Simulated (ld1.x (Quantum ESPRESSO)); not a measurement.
Ta: PAW pseudisation with LDA (PZ), fully relativistic reference atom.

ld1.x (Quantum ESPRESSO) 7.5 input, shortened:

```
&input
   title='Ta', zed=73., rel=2, dft='PZ', iswitch=3,
   config='[Xe] 4f14 5d3 6s0 6p0', rel_dist='average'
 /
 &inputp
   pseudotype=3, lpaw=.true., tm=.true., lloc=-2, rcloc=1.55,
   nlcc=.true., new_core_ps=.true.,
   which_augfun='BESSEL', rmatch_augfun=1.50
 /
6
5S  1  0   2.00   0.00  1.40  1.80  0.0
6S  2  0   0.00   0.00  1.40  1.80  0.0
5P  2  1   6.00   0.00  1.65  1.75  0.0
6P  3  1   0.00   0.00  1.65  1.75  0.0
5D  3  2   3.00   0.00  1.30  1.80  0.0
5D  3  2   0.00   3.70  1.30  1.80  0.0
 &test
   configts(1)='5s2 5p6 5d3 6s0 6p0'
 /
```

Open shells are filled in proportion to 2j + 1 (rel_dist='average').

All-electron outer shells of the reference configuration (LDA (PZ), scalar-relativistic, ld1.x):

```
shell  level (eV)  outermost node (bohr)  outermost maximum (bohr)
   5s      -88.88                   0.54                      0.98
   5p      -55.23                   0.58                      1.13
   4f      -40.64                      –                      0.44
   6s      -18.77                   1.31                      2.55
   5d      -18.63                   0.65                      1.56
   6p      -12.70                   1.56                      3.19
```

Question: Tests: 5s2 5p6 5d3 6s2 6p0; 5s2 5p6 5d3 6s1 6p0; 5s2 5p6 5d2 6s0 6p0; 5s2 5p6 5d2 6s2 6p1; 5s1 5p6 5d3 6s2 6p0; 5s2 5p6 5d4 6s0 6p0; 5s2 5p6 5d2 6s2 6p0. Which has the largest error in its energy relative to the reference configuration, and how large is it?

Answer: 5s1 5p6 5d3 6s2 6p0, with -205 meV (all-electron minus pseudo) on +55.32 eV.

The ghost test of this file was not conclusive.
